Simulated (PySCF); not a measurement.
**Orbital picture of TeF⁻**

HSE06 at R = 2.047 Å; basis Te def2-SVPD with ECP28, F def2-SVPD; scalar-relativistic core potentials; PySCF 2.14. State: ¹Σ⁺ (singlet), closed shell. Only the outer orbitals are listed, counted within each symmetry, core potentials removing the inner ones.

```csv
orbital,occ.,ε (eV),on Te (%),main shells (%)
5σ,2,-24.69,1,98 F s
6σ,2,-10.38,83,"83 Te s, 15 F p"
7σ,2,-5.46,32,"68 F p, 16 Te s, 16 Te p"
3π,2,-5.09,4,96 F p
3π,2,-5.09,4,96 F p
4π,2,-0.07,97,97 Te p
4π,2,-0.07,97,97 Te p
8σ,0,2.41,96,"89 Te p, 9 F p"
```

Which are the highest filled and the lowest empty level, where do they sit, and how wide is the gap?

Highest filled 4π at -0.07 eV (in %: 97 Te p); lowest empty 8σ at 2.41 eV (in %: 89 Te p, 9 F p); the gap at HSE06 is 2.48 eV. An empty level above zero is unbound, and its energy depends on the basis.

The bond order (Mayer) is 0.40, the ⟨S²⟩ is 0.000 and the charge on Te (Mulliken, basis-dependent) is -0.35. The charge on Te (Löwdin, basis-dependent) is -0.10 and the dipole moment (positive dipole points towards F; it is taken about the centre of mass and depends on that origin) is -1.70 D.

Spin–orbit coupling is left out.
